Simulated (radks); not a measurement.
Values are calculated unless marked as measured or tabulated.
Task: The mean radii <r> (bohr) of the occupied orbitals of an atom or ion are listed with their occupations. Level of theory: Dirac Kohn-Sham, PBE, spin-unpolarised, spherical densities, finite nucleus; Fermi nuclear charge, rms radius of each element as measured or else 0.836 A^(1/3) + 0.57 fm (a radial shooting solver on a logarithmic mesh with Libxc functionals).

| orbital | occ. | <r> |
|---|---|---|
| 1s1/2 | 2 | 0.02112 |
| 2s1/2 | 2 | 0.08922 |
| 2p1/2 | 2 | 0.07438 |
| 2p3/2 | 4 | 0.08143 |
| 3s1/2 | 2 | 0.2331 |
| 3p1/2 | 2 | 0.2227 |
| 3p3/2 | 4 | 0.2358 |
| 3d3/2 | 4 | 0.2082 |
| 3d5/2 | 6 | 0.2122 |
| 4s1/2 | 2 | 0.4975 |
| 4p1/2 | 2 | 0.5001 |
| 4p3/2 | 4 | 0.5221 |
| 4d3/2 | 4 | 0.5236 |
| 4d5/2 | 2 | 0.5301 |

Name the element and its charge. Open shells, if any, fill j = l - 1/2 first.

Result: Z = 66, dysprosium, charge +24: Dy24+ in [Kr] 4d6. The 1s radius gives Z: for a bare nucleus <r> = (2 gamma + 1)/(2Z) with gamma = sqrt(1 - (Z/c)^2), 0.02085 bohr for Z = 66, and screening makes it slightly larger (0.02112 here). The occupations add up to 42, and the charge is Z minus that.
